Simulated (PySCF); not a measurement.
## Correlation energy of Nb (niobium, neutral)

[Kr] 4d4 5p1, one real determinant (an excited configuration). Computed with PySCF 2.14 in def2-TZVPPD with the def2 core potential (28 electrons), with scalar relativity through the core potential. Frozen: 4s2 4p6; 5 electrons correlated.

```csv
level,correlation energy (mhartree)
CCSD,-53.24
(T),-2.57
CCSD(T),-55.81
```

Diagnostics: T1 = 0.021, D1 = 0.0602, largest double amplitude 0.175.

The real determinant used has ⟨L²⟩ near 8 against 12 for a pure F term, so it mixes terms. A double-excitation amplitude exceeds 0.15, a sign of near-degeneracy.

Cost of the coupled-cluster step: of the order of 1 core-seconds, for 5 correlated electrons.

Iterations:

```
CC2 = 0
CCSD nocc = (np.int64(5), np.int64(0)), nmo = (52, 52)
frozen orbitals [[0, 1, 2, 3], [0, 1, 2, 3]]
max_cycle = 100
direct = 0
conv_tol = 1e-08
conv_tol_normt = 1e-06
diis_space = 8
diis_start_cycle = 0
Init t2, MP2 energy = -0.0427794125519816
Init E_corr(UCCSD) = -0.04277941255205
cycle = 1  E_corr(UCCSD) = -0.0490813562614432  dE = -0.00630194371  norm(t1,t2) = 0.0389867
cycle = 2  E_corr(UCCSD) = -0.0504188104196858  dE = -0.00133745416  norm(t1,t2) = 0.0234504
cycle = 3  E_corr(UCCSD) = -0.0516238007546583  dE = -0.00120499033  norm(t1,t2) = 0.0180945
cycle = 4  E_corr(UCCSD) = -0.0518515843572869  dE = -0.000227783603  norm(t1,t2) = 0.0131883
cycle = 5  E_corr(UCCSD) = -0.0531496277636471  dE = -0.00129804341  norm(t1,t2) = 0.00998147
cycle = 6  E_corr(UCCSD) = -0.0530890828260951  dE = 6.05449376e-05  norm(t1,t2) = 0.00329112
cycle = 7  E_corr(UCCSD) = -0.0532819130124471  dE = -0.000192830186  norm(t1,t2) = 0.00185889
cycle = 8  E_corr(UCCSD) = -0.0531677439210151  dE = 0.000114169091  norm(t1,t2) = 0.00112163
cycle = 9  E_corr(UCCSD) = -0.0532356639824926  dE = -6.79200615e-05  norm(t1,t2) = 0.00093774
cycle = 10  E_corr(UCCSD) = -0.0531870331703712  dE = 4.86308121e-05  norm(t1,t2) = 0.000693391
cycle = 11  E_corr(UCCSD) = -0.0532415586461891  dE = -5.45254758e-05  norm(t1,t2) = 0.000512149
cycle = 12  E_corr(UCCSD) = -0.0532335774055869  dE = 7.9812406e-06  norm(t1,t2) = 0.000187786
cycle = 13  E_corr(UCCSD) = -0.05323597787377  dE = -2.40046818e-06  norm(t1,t2) = 4.78664e-05
cycle = 14  E_corr(UCCSD) = -0.05323582230127  dE = 1.555725e-07  norm(t1,t2) = 1.49436e-05
cycle = 15  E_corr(UCCSD) = -0.0532358792257451  dE = -5.69244751e-08  norm(t1,t2) = 3.47242e-06
cycle = 16  E_corr(UCCSD) = -0.0532359022321687  dE = -2.30064236e-08  norm(t1,t2) = 1.56694e-06
cycle = 17  E_corr(UCCSD) = -0.053235890399833  dE = 1.18323357e-08  norm(t1,t2) = 5.12222e-07
cycle = 18  E_corr(UCCSD) = -0.0532358858600076  dE = 4.53982543e-09  norm(t1,t2) = 3.18511e-07
UCCSD converged
E(UCCSD) = -56.28265918478772  E_corr = -0.05323588586000761
UCCSD(T) correction = -0.00257432974256452
```

The reference is one real determinant that mixes LS terms of this configuration.
